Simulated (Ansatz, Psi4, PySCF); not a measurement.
CHO$_{3}$ (SMILES O=C([O-])O), charge -1, singlet, geometry from GFN2-xTB. Base run: WB97X-V/aug-cc-pVDZ (PySCF).

Geometry (Å):
```xyz
5

O      1.1339    -0.5955     0.0601
C     -0.1720     0.0462    -0.0105
O     -0.1175     1.2735     0.0331
O     -1.1081    -0.7290    -0.1013
H      1.7654     0.1303     0.1279
```
Charge -1, spin multiplicity 1.
All else is at PySCF's defaults.

The same geometry, method and basis name were run in Ansatz (a quantum-chemistry and plane-wave program) and Psi4 and PySCF, at each program's defaults and at the settings that a row names. The base is PySCF at its defaults. Differences at the defaults can come from grids, fitting, cores and function types together.

```tsv
code and settings	ΔE vs base (mEh)	basis functions	E (Eh)	SCF cycles
PySCF, defaults (exact integrals, its default grid, spherical functions)	0.000	101	-264.41829	11
Psi4, defaults (density fitting with its default set, its default grid, spherical functions)	0.005	101	-264.41828	9
Ansatz, defaults (factorised integrals, its default grid, spherical functions)	0.009	101	-264.41828	-
PySCF, density fitting with def2-universal-jkfit	-0.021	101	-264.41831	11
PySCF, fine grid	-0.001	101	-264.41829	11
Psi4, exact integrals, spherical functions, fine grid	-0.004	101	-264.41829	12
Ansatz, high accuracy	-0.001	101	-264.41829	-
```
